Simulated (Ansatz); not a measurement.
Computed with Ansatz on PBE0-D4/def2-TZVP structures; ΔE is electronic, products minus reactants. CCSD(T)/CBS is the MP2 limit (def2-TZVPP, def2-QZVPP) plus CCSD(T) − MP2 in def2-TZVPP, frozen cores. Functionals use def2-TZVPP. For Ga outer-core shells are correlated without core-valence functions, which leaves a few kJ/mol of doubt a bond. Scalar relativity is left out up to krypton. Each species was taken in one conformer, which may not be the lowest.

Consider the substitution at a C–S bond: `C[S][Ga]([F])[F]` + `[OH][Ga]([OH])[SH]` → `C[O][Ga]([OH])[SH]` + `[F][Ga]([F])[SH]`.

```tsv
level	ΔE (kJ/mol)
PBE-D4	45.6
r2SCAN-D4	44.2
PBE	45.3
r2SCAN	44.4
PBE0	44.8
HF/def2-QZVPP	33.1
MP2/def2-QZVPP	50.5
SCS-MP2/def2-QZVPP	46.2
```

**Question.** What does CCSD(T)/CBS give? (Best estimate.)

**Answer.** Ansatz gave: +46.8 kJ/mol. The listed levels differ from it by -1.2, -2.6, -1.5, -2.4, -2.0, -13.7, 3.7, -0.6 kJ/mol.

Largest T1 diagnostic among the species: 0.014.

In def2-TZVPP, CCSD(T) changes the Hartree–Fock value by +7.2 kJ/mol (the triples alone add +1.3 kJ/mol) and MP2 by +13.6 kJ/mol.
